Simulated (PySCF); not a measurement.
Si(H)(Me) (CH4Si), SMILES C[SiH] (connectivity only; charge and spin as stated), neutral, multiplicity 1.

Geometry: B3LYP-D3(BJ)/def2-TZVP.

Calculation: B3LYP-D3(BJ)/def2-TZVP in PySCF 2.14.0.

Frequencies are harmonic and unscaled.

| mode | ν (cm⁻¹) | IR (km/mol) | Raman (Å⁴/amu) | depolarisation | moving atoms (share of kinetic energy) |
|---|---|---|---|---|---|
| 1 | 144 | 0.5 | 4.5 | 0.75 | H 93 % |
| 2 | 563 | 2.9 | 3.1 | 0.75 | H 89 %, C 11 % |
| 3 | 629 | 6.1 | 7.2 | 0.44 | H 70 %, C 22 % |
| 4 | 664 | 54.4 | 19.6 | 0.38 | H 41 %, C 32 %, Si 28 % |
| 5 | 946 | 67.3 | 9.7 | 0.60 | H 81 %, C 15 % |
| 6 | 1252 | 21.7 | 4.4 | 0.11 | H 82 %, C 18 % |
| 7 | 1432 | 4.0 | 8.9 | 0.74 | H 95 % |
| 8 | 1448 | 9.7 | 6.7 | 0.75 | H 94 % |
| 9 | 1996 | 292.5 | 188.1 | 0.43 | H 97 % |
| 10 | 2995 | 2.8 | 149.3 | 0.01 | H 97 % |
| 11 | 3047 | 11.6 | 59.9 | 0.75 | H 91 %, C 9 % |
| 12 | 3106 | 12.5 | 70.6 | 0.70 | H 91 %, C 9 % |
